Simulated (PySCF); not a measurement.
C2H7ClFNSi, SMILES Cl[Si@](N)(CC)F.

Geometry: PBE-D3(BJ)/def2-SVP. The structure was generated by enumeration; whether it is a known compound was not checked. The values are those of a single conformer.

All values below come from HF/def2-TZVP (PySCF).

Gas-phase values at a fixed geometry.

- total energy = -982.43052 hartree
- highest occupied level = -11.86 eV
- lowest empty level = 3.15 eV
- orbital gap = 15.01 eV
- dipole moment = 2.68 D
- quadrupole, principal values (traceless, Buckingham form, about the centre of nuclear charge) = -10.10, 1.33, 8.77 D·Å
- mean static polarisability = 61.1 bohr³ (9.05 Å³)
- polarisability, principal values = 56.2, 60.9, 66.2 bohr³
